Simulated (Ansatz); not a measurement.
The cluster Pd₄H₃, relaxed as a doublet with UKS B3LYP-D4/def2-SVP in Ansatz, starting from the GFN1-xTB geometry. Force threshold 0.02 eV/Å.

In the def2 sets Pd takes a core potential; there is no spin–orbit coupling. Another isomer (doublet) lies 0.26 eV lower at PBE0-D4/def2-TZVP; other spin states weren't run for this one.

Start:

Cartesian coordinates in Å:
```
Pd -0.310 -0.948 1.682
Pd -0.507 1.183 0.033
Pd -0.710 -1.164 -0.974
Pd 1.668 -0.177 0.024
H -0.168 1.730 -1.341
H 0.912 -1.208 -0.975
H -0.885 0.584 1.551
```

```
        step  energy (eV)  largest force component (eV/Å)  SCF passes
           1  -13973.6234                           1.193          28
           2  -13973.8212                           1.233          39
3 (rejected)  -13973.5865                           1.286          45
           4  -13973.8252                           0.526          39
5 (rejected)  -13973.8030                           0.662          40
           6  -13973.8581                           0.250          38
           7  -13973.8664                           0.053          41
           8  -13973.8676                           0.028          36
           9  -13973.8679                           0.019          39
```

Force components are those of the run's own axes.

End:

```xyz
7

Pd   -0.3282   -0.9458    1.7288
Pd   -0.5134    1.2264    0.0048
Pd   -0.7254   -1.2250   -0.9793
Pd    1.7146   -0.2086    0.0410
H    -0.1060    1.6746   -1.4235
H     0.9096   -1.0908   -1.0890
H    -0.9513    0.5692    1.7173
```

By distances, no bond broke or formed. The bond that changes most is Pd2–H7, from 1.67 to 1.89 Å (atoms count from 1).

No frequencies were taken in this run, so the end may be a saddle point.

It took 92 s on 4 threads of Intel Xeon Platinum 8259CL on a shared host, peak host memory 0.57 GiB.
